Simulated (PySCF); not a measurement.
# Electron correlation in Cl³⁺ (chlorine, charge +3)

[Ne] 3s2 3p2, high-spin 3P determinant. All numbers are calculated (PySCF 2.14, scalar relativity by spin-free X2C-1e, in x2c-QZVPPall (9s6p4d2f1g, 70 functions)). Frozen: [Ne]; 4 electrons correlated.

```
  level  correlation energy (mhartree)
   CCSD                         -99.53
    (T)                          -2.40
CCSD(T)                        -101.93
```

Diagnostics: T1 = 0.0078, D1 = 0.0197, largest double amplitude 0.102.

Task: Is a single reference adequate?

Result: Mostly. T1 lies below 0.03, but a double amplitude of this size points to a near-degeneracy that CCSD handles and MP2 describes poorly.
